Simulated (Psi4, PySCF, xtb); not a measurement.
Approach curve of the dimer HBr ··· H3B (SMILES Br and B), singlet. Monomers: optimised at B3LYP-D3(BJ) (def2-TZVP), held rigid. Orientation: a random orientation, not optimised. The monomers approach along the line of their centres of mass (distance R); nothing else relaxes.

Geometry at R = 3.97 Å (first 2 atoms: monomer A):
```
6

Br     0.7124     0.0000     0.0000
H     -0.7124     0.0000     0.0000
B      1.0972     1.7437     3.5448
H      0.2140     0.9662     3.7176
H      1.5406     2.3539     4.4643
H      1.5365     1.9116     2.4524
```

Levels of theory: PBE/def2-TZVP, counterpoise-corrected (Psi4); RMP2/3-21G = restricted MP2 (frozen core)/3-21G, no counterpoise correction run with PySCF; GFN1-xTB (xtb); CCSD(T)/aug-cc-pVDZ = DF-CCSD(T)/aug-cc-pVDZ, frozen core, counterpoise-corrected (Psi4).

Interaction energies in kcal/mol:

```tsv
R / Å	PBE/def2-TZVP	RMP2/3-21G	GFN1-xTB
3.41	3.61	4.41	2.07
3.57	2.07	2.46	0.82
3.74	1.10	1.22	0.16
3.97	0.40	0.35	-0.19
4.13	0.16	0.06	-0.26
4.33	0.01	-0.09	-0.27
4.70	-0.08	-0.12	-0.22
5.00	-0.07	-0.07	-0.17
5.47	-0.03	-0.01	-0.11
6.13	0.00	0.01	-0.06
7.20	0.01	0.00	-0.02
8.45	0.00	0.00	-0.01
```

Predict the corresponding CCSD(T)/aug-cc-pVDZ column.

3.41: 4.05; 3.57: 2.26; 3.74: 1.13; 3.97: 0.34; 4.13: 0.08; 4.33: -0.08; 4.70: -0.14; 5.00: -0.12; 5.47: -0.07; 6.13: -0.03; 7.20: -0.01; 8.45: 0.00 (kcal/mol).
